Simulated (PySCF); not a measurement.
F5Mo, neutral, multiplicity 2. Atoms are numbered in the order given.

```xyz
6

Mo     0.0000     0.0000     0.0282
F     -1.8714     0.0000     0.0348
F      1.8714     0.0000     0.0348
F      0.0000     0.0000     1.8323
F      0.0000     1.4900    -1.0168
F      0.0000    -1.4900    -1.0168
```
Charge 0, spin multiplicity 2.

Coordinates come from a B3LYP-D3(BJ)/def2-SVP optimisation. The spin state was assumed, not searched. The isomer is the one that the SMILES or the coordinates give; other isomers of the formula were not compared. The def2 effective core potentials stand for the cores of Mo; spin–orbit coupling is left out.

Level of theory: PBE/def2-TZVP (PySCF).

Computed frontier levels, dipole moment and polarisability:
```
Quantity                                                                                                        Result
---------------------------------------------------------------------------------------------  -----------------------
α spin, highest occupied and lowest empty level                                                     -5.82 and -5.55 eV
β spin, highest occupied and lowest empty level                                                     -9.96 and -5.19 eV
dipole moment                                                                                                   0.56 D
quadrupole, principal values (traceless, Buckingham form, about the centre of nuclear charge)    -6.42, 2.86, 3.56 D·Å
mean static polarisability                                                                        41.8 bohr³ (6.20 Å³)
polarisability, principal values                                                                38.8, 39.8, 46.8 bohr³
⟨S²⟩                                                                                           0.752 (pure state 0.75)
```
